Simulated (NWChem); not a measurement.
Ionisation of HOSi

```
Si
O 1 1.5403
H 1 1.5360 2 118.82
```
Charge 0, spin multiplicity 2.

Everything below was run with NWChem. The geometry was optimised at UPBE0/def2-SVP, a minimum by its harmonic frequencies.

Basis set: def2-TZVP. The species with one electron less has spin multiplicity 1 and keeps the geometry of the parent. Δ marks differences of total energies (open shells unrestricted). −ε marks an orbital energy of the parent. That orbital need not have the symmetry of the hole or added electron in the Δ rows. That singlet is a closed-shell solution.

B3LYP has NWChem's definition, with VWN1-RPA local correlation. The structure started from a generated list of species. The unpaired electrons of the parent sit in orbitals of symmetry a' (Cs labels of the run); other states weren't searched. The stability of the SCF solutions was not checked.

Question: Order these methods by the first vertical ionisation energy they give, lowest first: −ε(alpha HOMO) of B3LYP, −ε(alpha HOMO) of PBE0, −ε(alpha HOMO) of PBE, −ε(alpha HOMO) of BP86, ΔB3LYP.

Answer: −ε(alpha HOMO) of PBE (5.97 eV), −ε(alpha HOMO) of BP86 (6.07 eV), −ε(alpha HOMO) of B3LYP (7.04 eV), −ε(alpha HOMO) of PBE0 (7.29 eV), ΔB3LYP (9.92 eV)
